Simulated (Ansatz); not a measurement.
`O[Si]1(F)CO1` + NH₃ → `N[Si]1(F)CO1` + H₂O at 298.15 K and 1 bar (ligand exchange at the Si–O bond).

Isolated molecules relaxed with PBE0-D4/def2-TZVP in Ansatz; ΔE leaves out vibrations. CCSD(T)/CBS is the MP2 limit (def2-TZVPP, def2-QZVPP) plus CCSD(T) − MP2 in def2-TZVPP, frozen cores. This one scheme is used for every species. Each species was taken in one conformer, which may not be the lowest.

```tsv
species	CCSD(T)/CBS energy (Eh)	H − E (kJ/mol)	S (J/(mol·K))
`O[Si]1(F)CO1`	-579.18241	144.8	311.8
NH₃	-56.50880	100.5	192.4
`N[Si]1(F)CO1`	-559.29942	177.1	321.8
H₂O	-76.37941	66.4	188.7
```

H − E and S are ideal-gas, rigid-rotor, harmonic terms from PBE0-D4/def2-TZVP, for one conformer and one mirror image of each species. 1 Eh = 2625.50 kJ/mol, R = 8.31446 J/(mol·K).

Task: By hand: ΔE, ΔH, ΔS and ΔG.

Result: ΔE = (-559.29942) + (-76.37941) − (-579.18241) − (-56.50880) = 0.01238 Eh = 32.5 kJ/mol. Δ(H − E) = 177.1 + 66.4 − 144.8 − 100.5 = -1.8, so ΔH = 30.7 kJ/mol. ΔS = 321.8 + 188.7 − 311.8 − 192.4 = 6.3 J/(mol·K). ΔG = 30.7 − 298.15 × (6.3)/1000 = 28.8 kJ/mol.

Task: By hand: the equilibrium constant, and the temperature at which ΔG would vanish if ΔH and ΔS stayed fixed.

Result: log₁₀ K = −ΔG/(RT ln 10) = -5.0. ΔG = 0 at ΔH/ΔS = 4873 K, far beyond where these terms or the molecules hold.

The number of gas molecules stays the same, so ΔS is small and ΔH decides. A doubt of 5 kJ/mol in ΔE shifts log₁₀ K by 0.9 here. Other conformers and mirror images would add mixing entropy, several J/(mol·K) or more a flexible species. These are equilibria of isolated gas molecules and say nothing of rates. Largest T1 diagnostic: 0.013 (customary marks: 0.02 for closed shells, 0.045 for open ones).
